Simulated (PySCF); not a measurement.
# The third ionisation energy along group 16

Calculated with PySCF 2.14 from differences of total energies of unrestricted determinants, without spin-orbit coupling. Values in eV. The last column holds reference values (NIST; (s) semi-empirical, (t) theoretical, else measured). Unmarked ones compare directly (S terms, centres of terms, or small fine structure); those marked * lie between the lowest fine-structure levels and include a spin-orbit shift.

| element | configurations | UHF | MP2 (valence) | SCS-MP2 (valence) | CCSD (valence) | CCSD(T) (valence) | reference |
| --- | --- | --- | --- | --- | --- | --- | --- |
| O (cc-pVDZ-DK, spin-free X2C) | [He] 2s2 2p2 → [He] 2s2 2p1 | 54.618 | 54.756 | 54.654 | 54.507 | 54.510 | 54.936 (s) * |
| S (cc-pVDZ-DK, spin-free X2C) | [Ne] 3s2 3p2 → [Ne] 3s2 3p1 | 34.124 | 34.432 | 34.355 | 34.456 | 34.464 | 34.86 ± 0.04 (s) * |
| Se (cc-pVDZ-DK, spin-free X2C) | [Ar] 3d10 4s2 4p2 → [Ar] 3d10 4s2 4p1 | 30.960 | 31.213 | 31.150 | 31.239 | 31.245 | 31.697 ± 0.019 * |

"Valence" correlates the outer s and p shells and, in groups 3 to 12 and the f block, the outer d or f shell, open or full, or the next shell where the ion has no valence electron left; the wider scheme adds the next inner shell.
